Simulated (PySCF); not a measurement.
Molecule: `InChI=1S/C6H8OS/c1-8-5-6-3-2-4-7-6/h2-4H,5H2,1H3`.

Atom-mapped SMILES (the numbers label the heavy atoms): `[CH3:1][S:2][CH2:3][c:4]1[cH:5][cH:6][cH:7][o:8]1`. Each H is labelled by its parent atom.

Geometry PBE0-D3(BJ)/def2-SVP throughout; GIAO in PySCF, gas phase, one conformer, non-relativistic; equivalent atoms averaged; basis pcSseg-1.

Q: How do the absolute shieldings σ depend on the functional? (a selection of nuclei; ppm; last column core-seconds on shared hosts with different chips, so compare them loosely)

A: 
```csv
functional,kind,C4,C7,C6,C5,S2,O8,H(C7),H(C6),H(C1),core-s
BLYP,GGA,16.1,32.2,60.1,65.2,444.9,16.2,24.26,25.08,29.11,53
BP86,GGA,22.7,37.1,64.9,69.8,473.5,20.2,24.08,24.89,29.02,52
KT2,GGA,33.0,47.0,75.8,80.6,498.7,32.1,23.96,24.87,28.93,37
KT3,GGA,34.8,48.6,76.3,80.6,492.8,35.0,24.13,25.05,29.09,35
B3LYP,global hybrid,17.7,33.3,62.0,66.9,474.7,21.8,24.19,25.00,29.17,40
PBE0,global hybrid,25.1,39.0,67.6,72.3,509.4,26.2,23.99,24.78,29.07,23
mPW1PW91,global hybrid,24.0,38.0,66.6,71.2,505.4,25.8,24.05,24.85,29.12,40
B97-2,global hybrid,27.4,41.3,69.5,74.0,506.2,30.6,24.13,24.95,29.16,23
```

Q: Which nucleus among those listed moves most, in ppm?

A: S2 (sulfide sulfur): from 444.9 ppm with BLYP to 509.4 ppm with PBE0. The smallest spread is 0.23 ppm, at H(C1). Proton shifts span only some 12 ppm, so a few tenths of a ppm matter as much there as several ppm in carbon.
